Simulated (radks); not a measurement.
Valence configurations of Zn3+ (all share [Ar]). All-electron calculation, scalar-relativistic Kohn-Sham, r2SCAN, spin-polarised, spherical densities, finite nucleus; open shells are filled with parallel spins first; meta-GGA in the generalised Kohn-Sham scheme; Fermi nuclear charge, rms radius 3.9283 fm. Program: a radial shooting solver on a logarithmic mesh with Libxc functionals. Energies are relative to 3d9; eigenvalues in eV for spin up.

valence      E (eV)  moment (Bohr magnetons)    e(3d)    e(4p)    e(4s)
3d9           0.000                        1  -51.752        -        -
3d8.5 4s0.5   8.035                        2  -56.432        -  -37.264
3d8.5 4p0.5  12.720                        2  -57.118  -28.142        -
3d8 4s1      16.649                        3  -61.205        -  -39.594
3d8 4p1      26.516                        3  -62.568  -30.213        -
3d7 4s2      39.813                        3  -71.254        -  -41.797
3d7 4s1 4p1  47.229                        5  -72.497  -33.274  -43.979
3d6 4s2 4p1  77.202                        5  -83.251  -35.013  -46.243
3d6 4s1 4p2  83.375                        7  -84.254  -36.515  -47.913
3d5 4s2 4p2  120.40                        7  -95.652  -38.338  -50.262

NIST lists [Ar] 3d9 as the ground configuration; this level of theory agrees among the configurations tried. The energies are those of spherical high-spin densities, not of single terms.
